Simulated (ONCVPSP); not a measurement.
## Ranking ONCV potentials for Cr (Z = 24)

All share these settings but for the change named:

```
Element                 : chromium
Generator               : ONCVPSP 4.0.1
Type                    : optimised norm-conserving Vanderbilt (ONCV)
Functional              : PBEsol
Relativity              : scalar-relativistic
Frozen core             : [Ne]
Valence charge          : 14
Reference configuration : 3s2 3p6 3d5 4s0.75 (charge +0.25)
Partial waves           : 3s+4s: rc 1.80 bohr, ncon 4, nbas 7, qcut 6.5 1/bohr, 2 projectors; 3p: rc 1.00 bohr, ncon 4, nbas 7, qcut 7.3 1/bohr, 2 projectors, debl 2.9 Ha; 3d: rc 1.15 bohr, ncon 5, nbas 10, qcut 11.8 1/bohr, 1 projector
Local potential         : polynomial inside 0.90 bohr (lpopt 5, dvloc0 4 Ha)
Core correction         : Teter function, fcfact 5.75, rcfact 1.35
```

Cutoff: the first of the cutoffs (Ha) at which the residual kinetic energy of the hardest occupied pseudo-wave falls to 1 and 0.1 mHa per electron; the density cutoff is not measured.

The base gives 61 Ha.

Of 12 variants that were run, those that failed, showed a ghost or another fault, or gave nearly equal values are left out.

A variant can come out equal or close to the base.

**Question.** Rank these variants from softest to hardest (loose cutoff).
A. reference 3s2 3p6 3d5 4s1; d: rc 1, qcut 13.6
B. all radii but the core radius scaled by about 1.34 (s 2.42, p 1.34, d 1.54 bohr); local potential polynomial inside 1.22 bohr (lpopt 5, dvloc0 4 Ha)
C. d: ncon 3, nbas 8
D. s: qcut 5.2; p: qcut 5.8; d: qcut 9.4

**Answer.** B (48 Ha), C (55 Ha), A (79 Ha), D (175 Ha).
